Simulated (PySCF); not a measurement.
# FeOCl, sextet: structure and spectrum

These are results of UPBE0/[Fe def2-SVP, O def2-SVP, Cl def2-SVP], no relativity, density fitting, PySCF, not measurements.

The structure is a minimum.

Coordinates in bohr (charge 0 multiplicity 6):
```
Fe    0.0000    0.0000   -0.8793
O     0.0000    0.0000   -3.9470
Cl    0.0000    0.0000    3.2117
```

| Item | Value |
| --- | --- |
| Point group | C∞v |
| Bond lengths | Fe–Cl 2.165 Å, Fe–O 1.623 Å |
| Bond angles | Cl–Fe–O 180.0° |
| Highest occupied level (α) | -8.40 eV |
| Entropy at 298.15 K and 1 bar (electronic part: spin only) | 293.4 J/(mol K) |
| Principal polarisabilities | 19.9, 19.9, 58.4 bohr³ |
| Spin squared ⟨S²⟩ | 8.769 |
| Principal quadrupole moments (Buckingham, traceless) about the centre of mass | -14.82, 7.41, 7.41 D Å |
| Atomisation energy without zero-point energy | 774 kJ/mol |
| Lowest empty level (β) | -3.71 eV |
| Rotational constants | 0.09217 cm⁻¹ |
| Dipole moment | 0.13 D |
| Rotational symmetry number | 1 |
| Enthalpy at 298.15 K above 0 K | 13.74 kJ/mol |
| Heat capacity Cp at 298.15 K | 53.6 J/(mol K) |
| Zero-point energy | 8.8 kJ/mol |

Harmonic modes (masses in u: Fe 55.935, O 15.995, Cl 34.969):
```
symmetry  ω (cm⁻¹)  IR (km/mol, summed over degenerate members)  μ (u)     type
       π        71                                         91.2  24.94     bend
      σ+       413                                         32.5  33.66  stretch
      σ+       919                                         68.0  19.52  stretch
```

In C∞v the vibrations span π + 2σ+.

Charges (e):
```json
{"atom": "Fe1", "Mulliken": "0.89", "Löwdin": "0.58", "polar tensor": "1.24", "spin (Mulliken)": "4.05", "Mayer order to Fe1": "–"}
{"atom": "O2", "Mulliken": "-0.52", "Löwdin": "-0.34", "polar tensor": "-0.62", "spin (Mulliken)": "0.91", "Mayer order to Fe1": "1.86"}
{"atom": "Cl3", "Mulliken": "-0.37", "Löwdin": "-0.24", "polar tensor": "-0.62", "spin (Mulliken)": "0.04", "Mayer order to Fe1": "0.98"}
```

Mulliken populations on Fe1: s 6.52, p 12.48, d 6.12, f 0.00.

Formally Fe is in oxidation state +3, d5, with 5 unpaired electrons (the high-spin count). The Mulliken spin on Fe is 4.05. The polar-tensor charge on Fe, 1.24, is far below the formal one.

This need not be the most stable arrangement of these atoms. Other spin states or occupations of the open shell can lie lower.

The final relaxation and frequency run took about 40 core-seconds on a shared host.
